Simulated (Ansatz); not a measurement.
`[CH3][SnH]([CH3])[Cl]` + `C#[C][Ge]([F])([F])[F]` → `C#[C][SnH]([CH3])[CH3]` + `[F][Ge]([F])([F])[Cl]`  (redistribution)

Program: Ansatz. Geometries: PBE0-D4/def2-TZVP. ΔE: electronic, gas phase. CCSD(T)/CBS is the MP2 limit (def2-TZVPP, def2-QZVPP) plus CCSD(T) − MP2 in def2-TZVPP, frozen cores. Functionals use def2-TZVPP. def2 core potentials past Kr. For Ge, Sn outer-core shells are correlated without core-valence functions, which leaves a few kJ/mol of doubt a bond. Scalar relativity is left out up to krypton.

| level | ΔE (kJ/mol) |
| --- | --- |
| PBE-D4 | 37.0 |
| PBE0-D4 | 38.0 |
| PBE | 37.3 |
| MP2/def2-QZVPP | 36.9 |

Question: What does CCSD(T)/CBS give? (Best estimate.)

Answer: The calculation gave: +39.4 kJ/mol. The listed levels differ from it by -2.4, -1.4, -2.1, -2.5 kJ/mol.

Largest T1 diagnostic among the species: 0.013.

In def2-TZVPP, CCSD(T) changes the Hartree–Fock value by −11.5 kJ/mol (the triples alone add −2.0 kJ/mol) and MP2 by −11.4 kJ/mol.

CCSD(T)/CBS has its own doubt, a few kJ/mol and more with outer-core shells, so smaller differences from it don't rank the levels.
